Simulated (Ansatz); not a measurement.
`C[CH2][InH2]` + H₂ → `[InH3]` + `CC` at 700 K and 1 bar (hydrogenolysis of the In–C bond).

Calculated with Ansatz (gas phase, PBE0-D4/def2-TZVP geometries, no zero-point term in ΔE). CCSD(T)/CBS is the MP2 limit (def2-TZVPP, def2-QZVPP) plus CCSD(T) − MP2 in def2-TZVPP, frozen cores. This one scheme is used for every species. def2 core potentials past Kr. For In outer-core shells are correlated without core-valence functions, which leaves a few kJ/mol of doubt a bond.

| species | CCSD(T)/CBS energy (Eh) | H − E (kJ/mol) | S (J/(mol·K)) |
| --- | --- | --- | --- |
| `C[CH2][InH2]` | -270.09414 | 266.2 | 430.3 |
| H₂ | -1.17544 | 46.8 | 155.3 |
| `[InH3]` | -191.56739 | 77.3 | 275.7 |
| `CC` | -79.71954 | 238.1 | 289.3 |

H − E and S are ideal-gas, rigid-rotor, harmonic terms from PBE0-D4/def2-TZVP. The MP2-based limit puts H₂ 0.8 mEh under its directly extrapolated value; such offsets cancel only in part. 1 Eh = 2625.50 kJ/mol, R = 8.31446 J/(mol·K).

By hand: ΔE, ΔH, ΔS and ΔG.

ΔE = (-191.56739) + (-79.71954) − (-270.09414) − (-1.17544) = -0.01735 Eh = -45.6 kJ/mol. Δ(H − E) = 77.3 + 238.1 − 266.2 − 46.8 = 2.4, so ΔH = -43.2 kJ/mol. ΔS = 275.7 + 289.3 − 430.3 − 155.3 = -20.6 J/(mol·K). ΔG = -43.2 − 700 × (-20.6)/1000 = -28.8 kJ/mol.

By hand: the equilibrium constant, and the temperature at which ΔG would vanish if ΔH and ΔS stayed fixed.

log₁₀ K = −ΔG/(RT ln 10) = 2.1. ΔG = 0 at ΔH/ΔS = 2097 K.

TΔS isn't small against ΔH here. A doubt of 5 kJ/mol in ΔE shifts log₁₀ K by 0.4 here. These are equilibria of isolated gas molecules and say nothing of rates. Largest T1 diagnostic: 0.014 (customary marks: 0.02 for closed shells, 0.045 for open ones).
